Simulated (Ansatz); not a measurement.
An input meant for tetraphenylethylene, `c1ccc(C(=C(c2ccccc2)c2ccccc2)c2ccccc2)cc1` (charge 0, singlet).

```yaml
crystal:
  periodic: [false, false, false]
  atoms:
    - {symbol: C, position_ang: [5.198401, -5.310210, 4.967132]}
    - {symbol: C, position_ang: [3.206845, -6.144671, 3.422784]}
    - {symbol: C, position_ang: [1.933138, -4.439666, 1.850633]}
    - {symbol: C, position_ang: [2.623444, -1.859655, 1.785425]}
    - {symbol: C, position_ang: [1.300102, -0.038681, 0.099324]}
    - {symbol: C, position_ang: [-1.300334, 0.038862, -0.098869]}
    - {symbol: C, position_ang: [-2.984340, -1.295283, 1.716084]}
    - {symbol: C, position_ang: [-2.572216, -1.149164, 4.351617]}
    - {symbol: C, position_ang: [-4.182150, -2.388799, 6.046439]}
    - {symbol: C, position_ang: [-6.239822, -3.804264, 5.146370]}
    - {symbol: C, position_ang: [-6.688163, -3.944819, 2.534761]}
    - {symbol: C, position_ang: [-5.089299, -2.687691, 0.838624]}
    - {symbol: C, position_ang: [-2.608234, 1.462139, -2.141855]}
    - {symbol: C, position_ang: [-1.811430, 1.279893, -4.685292]}
    - {symbol: C, position_ang: [-3.070077, 2.604954, -6.598683]}
    - {symbol: C, position_ang: [-5.152767, 4.143847, -6.014039]}
    - {symbol: C, position_ang: [-5.982048, 4.322540, -3.499747]}
    - {symbol: C, position_ang: [-4.735557, 2.980678, -1.586842]}
    - {symbol: C, position_ang: [2.968764, 1.693047, -1.358975]}
    - {symbol: C, position_ang: [5.163353, 0.762074, -2.565934]}
    - {symbol: C, position_ang: [6.748279, 2.380368, -3.938036]}
    - {symbol: C, position_ang: [6.194556, 4.970443, -4.100012]}
    - {symbol: C, position_ang: [4.045304, 5.928347, -2.870880]}
    - {symbol: C, position_ang: [2.450046, 4.309007, -1.516645]}
    - {symbol: C, position_ang: [4.661444, -1.054867, 3.314609]}
    - {symbol: C, position_ang: [5.922288, -2.758118, 4.902911]}
    - {symbol: H, position_ang: [6.194915, -6.650544, 6.207452]}
    - {symbol: H, position_ang: [2.646933, -8.148262, 3.435402]}
    - {symbol: H, position_ang: [0.380321, -5.102100, 0.638529]}
    - {symbol: H, position_ang: [-0.968181, -0.036318, 5.064304]}
    - {symbol: H, position_ang: [-3.834225, -2.240246, 8.092143]}
    - {symbol: H, position_ang: [-7.501091, -4.783731, 6.479693]}
    - {symbol: H, position_ang: [-8.302102, -5.040744, 1.811585]}
    - {symbol: H, position_ang: [-5.453810, -2.791775, -1.206459]}
    - {symbol: H, position_ang: [-0.186720, 0.070888, -5.152064]}
    - {symbol: H, position_ang: [-2.425950, 2.426712, -8.568798]}
    - {symbol: H, position_ang: [-6.137622, 5.190059, -7.518503]}
    - {symbol: H, position_ang: [-7.619065, 5.515419, -3.024354]}
    - {symbol: H, position_ang: [-5.398544, 3.115438, 0.379974]}
    - {symbol: H, position_ang: [5.610086, -1.264928, -2.432628]}
    - {symbol: H, position_ang: [8.434141, 1.613523, -4.886008]}
    - {symbol: H, position_ang: [7.444471, 6.243687, -5.169813]}
    - {symbol: H, position_ang: [3.613144, 7.961435, -2.959382]}
    - {symbol: H, position_ang: [0.773833, 5.067858, -0.550346]}
    - {symbol: H, position_ang: [5.242198, 0.941579, 3.259863]}
    - {symbol: H, position_ang: [7.487722, -2.088260, 6.098525]}
basis:
  gaussian: {orbitals: aug-cc-pVDZ, fitting: {mean_field: def2-universal-jkfit}}
hamiltonian: {xc: {name: SVWN5}}
scf: {omitted_lower_state_checks: [starts]}
output: {forces: true}
```

```sh
$ ansatz run in.yaml --threads 2 --pin off --events-out ev --progress --plain --max-ram 22528MiB --backend cuda --devices 0, --max-vram 18GiB
```

Shortened log:

```
Functional definition: SVWN5
2310 factors; integrals over basis functions are off by at most 5.7e-1 eV
mean field evaluation 1: about -26793.8524 eV, gradient 6.4e1 eV
mean field evaluation 2: about -26224.5741 eV, gradient 3.2e2 eV
mean field evaluation 4: about -26646.6481 eV, gradient 1.8e2 eV
mean field evaluation 8: about -26810.9687 eV, gradient 6.6e0 eV
mean field evaluation 16: about -26811.1799 eV, gradient 2.4e-3 eV
mean field -26811.17986445 eV, -985.2926867482 hartree, gradient 2.9e-6 eV, S^2 0.000000; 0 other end points of the search recorded, 0 dependent functions left out
reference -26811.18018870 eV, -985.2926986640 hartree; 88, 88 occupied and 690, 690 virtual orbitals, 2310 factors
Total energy: -26811.18018870 eV, -985.2926986640 hartree
Atom 0 force     0.482451    -0.591611     0.399659 eV/Å
Atom 1 force    -0.433672    -0.782181     0.046511 eV/Å
Atom 2 force    -0.452909    -0.398972    -0.429210 eV/Å
Atom 3 force     0.028848    -0.052883     0.118522 eV/Å
Atom 4 force    -0.487424     0.014606    -0.037363 eV/Å
Atom 5 force     0.487470    -0.014686     0.037267 eV/Å
Atom 6 force    -0.047023    -0.108565     0.060498 eV/Å
Atom 7 force     0.455403     0.421796     0.403942 eV/Å
Atom 8 force     0.343773    -0.005026     0.827000 eV/Å
Atom 9 force    -0.582164    -0.281897     0.569350 eV/Å
Atom 10 force    -0.588272    -0.498824    -0.430266 eV/Å
Atom 11 force    -0.296755    -0.000186    -0.688936 eV/Å
Atom 12 force    -0.030983     0.110997    -0.066513 eV/Å
Atom 13 force     0.485571    -0.449765    -0.332365 eV/Å
Atom 14 force     0.464682    -0.019136    -0.765352 eV/Å
Atom 15 force    -0.471634     0.313101    -0.649656 eV/Å
Atom 16 force    -0.616068     0.534776     0.338342 eV/Å
Atom 17 force    -0.397011     0.020848     0.636074 eV/Å
Atom 18 force     0.049255     0.050514    -0.112665 eV/Å
Atom 19 force     0.322686    -0.671693     0.086230 eV/Å
Atom 20 force     0.625170    -0.455691    -0.426041 eV/Å
Atom 21 force     0.571362     0.560180    -0.319695 eV/Å
Atom 22 force    -0.374687     0.806229    -0.108170 eV/Å
Atom 23 force    -0.488144     0.427179     0.357449 eV/Å
Atom 24 force     0.371108     0.651001    -0.033373 eV/Å
Atom 25 force     0.579404     0.419664     0.517848 eV/Å
Atom 26 force    -1.319868     1.728758    -1.601367 eV/Å
Atom 27 force     0.726099     2.614731    -0.091645 eV/Å
Atom 28 force     2.049314     0.876164     1.611330 eV/Å
Atom 29 force    -2.118003    -1.480405    -0.941321 eV/Å
Atom 30 force    -0.441023    -0.119997    -2.676492 eV/Å
Atom 31 force     1.661143     1.261389    -1.715991 eV/Å
Atom 32 force     2.112951     1.451228     0.880513 eV/Å
Atom 33 force     0.520079     0.126510     2.690648 eV/Å
Atom 34 force    -2.144712     1.607386     0.616679 eV/Å
Atom 35 force    -0.833165     0.158132     2.579402 eV/Å
Atom 36 force     1.304824    -1.349551     1.941964 eV/Å
Atom 37 force     2.132210    -1.577850    -0.556931 eV/Å
Atom 38 force     0.912851    -0.169275    -2.581487 eV/Å
Atom 39 force    -0.627715     2.664006    -0.187283 eV/Å
Atom 40 force    -2.205291     0.939872     1.264629 eV/Å
Atom 41 force    -1.646509    -1.640184     1.376182 eV/Å
Atom 42 force     0.548084    -2.652605     0.189108 eV/Å
Atom 43 force     2.213794    -1.003477    -1.286786 eV/Å
Atom 44 force    -0.805145    -2.621400     0.077757 eV/Å
Atom 45 force    -2.040357    -0.813205    -1.587999 eV/Å
Dipole moment:     0.000008     0.000012    -0.000002 e Å
Checks for a lower state left out: starts
```

In this input the coordinates are in bohr but typed as ångström. Self-consistency was reached. The result belongs to that input, not to the species as meant.
